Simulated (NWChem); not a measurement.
System: C2H7ClOSi; SMILES C[C@@H](O)[SiH2]Cl

The following NWChem deck was run.

```
start job
memory heap 200 mb stack 900 mb global 1100 mb
geometry units angstroms
  C     -2.431935    -0.643047     0.781841
  C     -1.306945     0.092251     0.059168
  O     -1.209680     1.445924     0.497856
  Si     0.409256    -0.753727     0.250462
  Cl     1.763971     0.235120    -0.844810
  H     -2.206451    -0.740167     1.843096
  H     -2.555222    -1.638086     0.363841
  H     -3.368788    -0.098703     0.676052
  H     -1.573121     0.181156    -0.999638
  H     -1.114696     1.449298     1.456439
  H      0.331683    -2.143737    -0.189232
  H      0.792046    -0.666091     1.661424
end
basis spherical
  C library 6-31g*
  O library 6-31g*
  Si library 6-31g*
  Cl library 6-31g*
  H library 6-31g*
end
dft
  xc hfexch
  iterations 150
end
driver
  maxiter 150
  linopt 0
end
task dft optimize
```

NWChem printed, in part:

```
             Northwest Computational Chemistry Package (NWChem) 7.3.0
             --------------------------------------------------------

 C1  symmetry detected

                             Geometry "geometry" -> ""
                             -------------------------

 Output coordinates in angstroms (scale by  1.889725989 to convert to a.u.)

  No.       Tag          Charge          X              Y              Z
 ---- ---------------- ---------- -------------- -------------- --------------
    1 C                    6.0000    -0.57549438     2.43850301    -0.20528087
    2 C                    6.0000     0.18800868     1.12972098    -0.38604199
    3 O                    8.0000     1.46408292     1.18457598     0.24875224
    4 Si                  14.0000    -0.76674103    -0.41040709     0.25744581
    5 Cl                  17.0000     0.28494487    -2.06481246    -0.15436907
    6 H                    1.0000    -0.82492563     2.59488611     0.84346404
    7 H                    1.0000    -1.49800200     2.41368441    -0.77833411
    8 H                    1.0000     0.02755434     3.27841339    -0.54598312
    9 H                    1.0000     0.43116705     1.01239514    -1.44761279
   10 H                    1.0000     1.33476928     1.42739852     1.17191523
   11 H                    1.0000    -2.07969887    -0.48392794    -0.37675651
   12 H                    1.0000    -0.88830175    -0.28129033     1.71125938

 Effective nuclear repulsion energy (a.u.)     293.9176466169

                                Z-matrix (autoz)
                                --------

 Units are Angstrom for bonds and degrees for angles

[...]

      ----------------------
      Optimization converged
      ----------------------

  Step       Energy      Delta E   Gmax     Grms     Xrms     Xmax
  ---- ---------------- -------- -------- -------- -------- --------
@   17    -903.09981828 -3.3D-08  0.00001  0.00000  0.00019  0.00051
                                     ok       ok       ok       ok

                                Z-matrix (autoz)
                                --------

 Units are Angstrom for bonds and degrees for angles

      Type          Name      I     J     K     L     M      Value     Gradient
      ----------- --------  ----- ----- ----- ----- ----- ---------- ----------
    1 Stretch                  1     2                       1.52936    0.00000
    2 Stretch                  1     6                       1.08826    0.00000
    3 Stretch                  1     7                       1.08561    0.00000
    4 Stretch                  1     8                       1.08469   -0.00000
    5 Stretch                  2     3                       1.41590   -0.00000
    6 Stretch                  2     4                       1.90211    0.00001
    7 Stretch                  2     9                       1.08392   -0.00000
    8 Stretch                  3    10                       0.94840   -0.00000
    9 Stretch                  4     5                       2.06681   -0.00000
   10 Stretch                  4    11                       1.47110    0.00000
   11 Stretch                  4    12                       1.47233   -0.00000
   12 Bend                     1     2     3               111.37266   -0.00000
   13 Bend                     1     2     4               112.91894    0.00000
   14 Bend                     1     2     9               108.53955   -0.00000
   15 Bend                     2     1     6               111.60896    0.00000
   16 Bend                     2     1     7               111.43487    0.00000
   17 Bend                     2     1     8               109.69851   -0.00000
   18 Bend                     2     3    10               109.91190    0.00000
   19 Bend                     2     4     5               110.66768    0.00000
   20 Bend                     2     4    11               111.44917   -0.00000
   21 Bend                     2     4    12               109.36966   -0.00000
   22 Bend                     3     2     4               110.47255    0.00000
   23 Bend                     3     2     9               104.74409    0.00000
   24 Bend                     4     2     9               108.40384   -0.00000
   25 Bend                     5     4    11               107.37491   -0.00000
   26 Bend                     5     4    12               107.72731   -0.00000
   27 Bend                     6     1     7               107.75560   -0.00000
   28 Bend                     6     1     8               107.78042   -0.00000
   29 Bend                     7     1     8               108.43326   -0.00000
   30 Bend                    11     4    12               110.16871    0.00000
   31 Torsion                  1     2     3    10          56.75473    0.00000
   32 Torsion                  1     2     4     5         168.78693   -0.00000
   33 Torsion                  1     2     4    11          49.37280    0.00000
   34 Torsion                  1     2     4    12         -72.68606   -0.00000
   35 Torsion                  3     2     1     6         -66.07768    0.00000
   36 Torsion                  3     2     1     7         173.39862    0.00000
   37 Torsion                  3     2     1     8          53.30800    0.00000
   38 Torsion                  3     2     4     5         -65.74896   -0.00000
   39 Torsion                  3     2     4    11         174.83691    0.00000
   40 Torsion                  3     2     4    12          52.77805   -0.00000
   41 Torsion                  4     2     1     6          58.89897    0.00000
   42 Torsion                  4     2     1     7         -61.62474    0.00000
   43 Torsion                  4     2     1     8         178.28464    0.00000
   44 Torsion                  4     2     3    10         -69.57882    0.00000
   45 Torsion                  5     4     2     9          48.48882   -0.00000
   46 Torsion                  6     1     2     9         179.11937    0.00000
   47 Torsion                  7     1     2     9          58.59567    0.00000
   48 Torsion                  8     1     2     9         -61.49495    0.00000
   49 Torsion                  9     2     3    10         173.88758    0.00000
   50 Torsion                  9     2     4    11         -70.92531    0.00000
   51 Torsion                  9     2     4    12         167.01582   -0.00000

                         Geometry "geometry" -> "geometry"
                         ---------------------------------

 Output coordinates in angstroms (scale by  1.889725989 to convert to a.u.)

[...]
```

Level: Hartree-Fock/6-31G* (spherical d).
